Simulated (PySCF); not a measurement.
C₆H₆. Atoms are numbered in the order given.

```xyz
12

C     -2.5342     1.3824     0.5543
C     -1.7794     0.5411     0.1258
C     -0.8516    -0.4843    -0.3762
C      0.4180    -0.5694     0.4497
C      1.6224    -0.4345    -0.0498
C      2.8228    -0.2974    -0.5570
H     -3.2067     2.1327     0.9314
H     -1.3664    -1.4608    -0.3624
H     -0.5998    -0.2715    -1.4269
H      0.3032    -0.7508     1.5255
H      3.3794    -1.1618    -0.9357
H      3.3029     0.6858    -0.6122
```

The structure is a stationary point at ωB97X-D3(BJ)/def2-SVP. Other conformers were not sampled.

Vertical ionisation energy (IE) and electron affinity (EA) in eV. Rows of orbital energies are one-electron estimates. Where ΔSCF, EOM or ADC give a negative EA the extra electron is unbound and the value depends on the basis.

```
level                                        IE    EA
-----------------------------------------  ----  ----
−ε(HOMO), −ε(LUMO), HF/def2-TZVP (PySCF)    [?]   [?]
−ε(HOMO), −ε(LUMO), PBE/def2-TZVP (PySCF)  6.30  1.00
```

Q: Complete the blanks. (Estimate from the structure and the level; the computed values follow.)

A: 
- −ε(HOMO), −ε(LUMO), HF/def2-TZVP (PySCF), IE: 10.03
- −ε(HOMO), −ε(LUMO), HF/def2-TZVP (PySCF), EA: -3.62
